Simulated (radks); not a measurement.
Problem. Valence configurations of Ga2+ (all share [Ar]). Method: Dirac Kohn-Sham, PBE, spin-unpolarised, spherical densities, finite nucleus; open shells are shared between the two j in proportion to 2j + 1; Fermi nuclear charge, rms radius 3.9973 fm; computed with a radial shooting solver on a logarithmic mesh with Libxc functionals. Order these by energy: 3d9 4s1 4p1; 3d10 4p1; 3d10 4s0.5 4p0.5; 3d9.5 4s1.5; 3d8 4s2 4p1; 3d10 4s1; 3d9 4p2; 3d9 4s2; 3d8 4s1 4p2.

Solution. From the lowest, in eV above it: 3d10 4s1 0.000; 3d10 4s0.5 4p0.5 4.181; 3d9.5 4s1.5 7.331; 3d10 4p1 8.398; 3d9 4s2 16.107; 3d9 4s1 4p1 25.170; 3d9 4p2 34.359; 3d8 4s2 4p1 48.122; 3d8 4s1 4p2 57.973. NIST lists [Ar] 3d10 4s1 as the ground configuration; this level of theory agrees among the configurations tried. The energies are those of spherical spin-averaged densities, not of single terms.
